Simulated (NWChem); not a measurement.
AsF$_{2}$, doublet; SMILES F[As]F

```xyz
3

F      1.3031     0.0000    -0.7646
As     0.0000     0.0000     0.3872
F     -1.3031     0.0000    -0.7646
```
Atoms are numbered in this order, from 1.

Level: PBE0/def2-SVP, spin-unrestricted (NWChem), optimised geometry, unscaled harmonic frequencies. In the optimisation the excess spin sits in b2 (C2v, its own frame).

### Question
List the harmonic frequencies with IR intensities, and the thermochemistry.

### Answer
```csv
frequency (cm⁻¹),IR intensity (km/mol)
265,9.2
706,98.6
724,67.0
```

```
Item                                                                                                 Result
-----------------------------------------------------------------------------------------  ----------------
zero-point energy                                                                              2.4 kcal/mol
thermal correction to the enthalpy at 298.15 K (with zero-point energy)                        5.2 kcal/mol
heat capacity Cv                                                                            9.3 cal/(mol K)
entropy at 298.15 K and 1 atm (symmetry number 2, electronic part: spin degeneracy alone)  66.0 cal/(mol K)
dipole moment                                                                                        2.27 D
```

Rigid rotor and harmonic oscillator.
